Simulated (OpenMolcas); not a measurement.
**Predicting a hybrid from its neighbours: C2H6FIn**

C2H6FIn has 10 atoms, charge 0, and is taken as a singlet. SMILES: `C[CH](F)[InH2]`. The shape is that of a PBE0-D4/def2-TZVP optimisation.

The HOMO–LUMO gap y, in eV, basis def2-SVP with a core potential; a is the functional's share of exact exchange. Programs: OpenMolcas 26.06.

| functional | program | a | y (eV) |
| --- | --- | --- | --- |
| BLYP | OpenMolcas | 0 | 3.16 |
| revPBE | OpenMolcas | 0 | 3.32 |
| B3LYP | OpenMolcas | 0.2 | ? |
| PBE0 | OpenMolcas | 0.25 | 5.24 |
| BHLYP | OpenMolcas | 0.5 | 7.05 |

Problem. Fit y = c + s·a to the known rows and predict B3LYP.

Solution. 
1. Means of the 4 rows: a = 0.1875, y = 4.692.
2. Σ(Δa)² = 0.17188, Σ(Δa·Δy) = 1.3156, so the slope is 1.3156/0.17188 = 7.6542.
3. Intercept: 4.692 − (7.6542) × 0.1875 = 3.257. The largest residual of the fit is 0.097.
4. B3LYP: 3.257 + (7.6542) × 0.2 = 4.79 eV.

The run gave 4.75 eV, so the prediction is off by +0.04 eV, within the largest residual. Exact exchange lowers occupied levels and raises empty ones. The rows mix families of semi-local functionals, which the line can't see.
